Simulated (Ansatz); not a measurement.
`[CH3][Al]([SiH3])[Br]` + `N/C=C(/F)S` → `[CH3][Al]([NH2])[Br]` + `F/C(S)=C\[SiH3]`  (formal exchange of groups at the Al–Si bond)

Computed with Ansatz on PBE0-D4/def2-TZVP structures; ΔE is electronic, products minus reactants. CCSD(T)/CBS adds triple-zeta CCSD(T) − MP2 to the extrapolated MP2 energy (def2 sets, frozen cores). Double bonds are as drawn, so ΔE can hold a change between cis and trans. DFT in def2-TZVPP. For Br outer-core shells are correlated without core-valence functions, which leaves a few kJ/mol of doubt a bond. Scalar relativity is left out up to krypton. Each species was taken in one conformer, which may not be the lowest.

CCSD(T)/CBS gives -152.1 kJ/mol.

(1) Another level gave -152.0 kJ/mol. Which?
A. B2PLYP/def2-TZVPP
B. PBE0-D4/def2-TZVPP
C. PBE/def2-TZVPP
D. SCS-MP2/def2-TZVPP

Largest T1 diagnostic among the species: 0.013.

Answers

(1) A. B2PLYP -152.0, PBE0-D4 -126.8, PBE -119.3, SCS-MP2/def2-TZVPP -163.4 kJ/mol.

From PBE to PBE0 (25 % exact exchange), in def2-TZVPP and without D4, ΔE moves by −7.1 kJ/mol.
